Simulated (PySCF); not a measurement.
C₄H₂BrF, SMILES F/C(C#C)=C/Br.

Coordinates come from a B3LYP-D3(BJ)/def2-SVP optimisation. The structure was generated by enumeration; whether it is a known compound was not checked.

Two levels are set side by side: PBE/def2-TZVP (PySCF) and r2SCAN/def2-TZVP (PySCF). Same geometry, gas phase. Differences are taken from unrounded values.

```tsv
quantity	r2SCAN
orbital gap (eV)	4.02
highest occupied level (eV)	-6.24
lowest empty level (eV)	-2.22
dipole moment (D)	0.71
mean polarisability (bohr³)	68.0
```

**Question.** What does PBE give, and how far is it from r2SCAN? (The exact figures need the calculation; the answer reports its results.)

**Answer.** 
```tsv
quantity	PBE	PBE minus r2SCAN
orbital gap (eV)	3.69	-0.32
highest occupied level (eV)	-6.03	0.21
lowest empty level (eV)	-2.33	-0.11
dipole moment (D)	0.69	-0.02
mean polarisability (bohr³)	69.2	1.2
```

Rough cost on one machine, each run with all the roots and properties that it gave: r2SCAN against PBE about 4 times.
